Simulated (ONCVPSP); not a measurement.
# Hardness and transferability of assorted potentials

Generated with ld1.x 7.5 (TM, RRKJ, ultrasoft, PAW), atompaw 4.2 or ONCVPSP 4.0.1. The cutoff is in Ry: for ld1.x and atompaw files where the sum of valence levels is converged to 10 mRy in a Bessel basis, for ONCV files where the hardest occupied wave has 1 mHa per electron of residual kinetic energy. The error is the largest all-electron minus pseudo excitation energy over each file’s own four to seven test configurations (ionisations up to +4, promotions, holes and added fractions of an electron), all of which were solved. The labels leave out finer settings (local radius, basis sizes, second energies), which also bear on the numbers. Spin-polarised tests are not counted. The rows are a selection from randomly drawn settings: files with unsolved tests, undetermined cutoffs or missed reference levels are left out.

A true bound ghost makes a file unfit for plane-wave use even where its test errors are small: the radial tests pick states by their node count and pass the ghost by.

| element | potential | cutoff (Ry) | largest error (meV) | bound ghosts |
| --- | --- | --- | --- | --- |
| B | ONCV, Wu-Cohen, scalar-relativistic, rc 1.25/1.05 (sp), local smoothed, core correction yes, reference 2s1, qcut 6.5/9.2, projectors 1/3 | 29 | +41 | none |
| S | ONCV, BLYP, non-relativistic, rc 1.30/1.30 (sp), local s, core correction no, reference 3s2 3p4, qcut 5.8/6.5, projectors 0/3 | 26 | +88 | p |
| Ni | ONCV, PBE, scalar-relativistic, rc 1.30/0.75/1.05 (spd), local smoothed, core correction yes, reference 3s2 3p6 3d8 4s1.5, qcut 11.5/9.1/16.6, projectors 2/2/3 | 193 | -0.6 | none |
| Ni | ONCV, LDA (Perdew-Zunger), scalar-relativistic, rc 1.45/1.10/0.85 (spd), local smoothed, core correction no, reference 3s2 3p6 3d8 4s2, qcut 9.4/14.2/20.1, projectors 2/2/2 | 271 | +9.6 | none |
| Kr | ONCV, BLYP, scalar-relativistic, rc 1.20/1.50/0.50 (spd), local smoothed, core correction no, reference 3d10 4s2 4p5.5, qcut 4.8/6.2/21.8, projectors 2/1/2 | 1635 | +78 | s, p |
| Au | ONCV, LDA (Perdew-Zunger), fully relativistic, rc 1.60/1.50/1.90/1.95 (spdf), local smoothed, core correction yes, reference 5s2 5p6 5d8, qcut 6.2/8.1/9.6/5.8, projectors 2/2/3/2 | 48 | -6.9 | none |
| Hg | ONCV, PBEsol, scalar-relativistic, rc 1.75/1.15/2.05 (spd), local smoothed, core correction yes, reference 5s2 5p6 5d10 6s2, qcut 7.2/5.8/8.9, projectors 2/2/2 | 210 | -30 | s |

Task: Fill in the row for Sn: ONCV, LDA (Perdew-Zunger), scalar-relativistic, rc 1.35/1.45/1.05/1.15 (spdf), local smoothed, core correction yes, reference 4s2 4p6 4d10 5s1 5p3, qcut 9/8.2/8.5/11.1, projectors 2/2/2/2.

Result: cutoff 137 Ry, largest error -116 meV, bound ghosts: none.
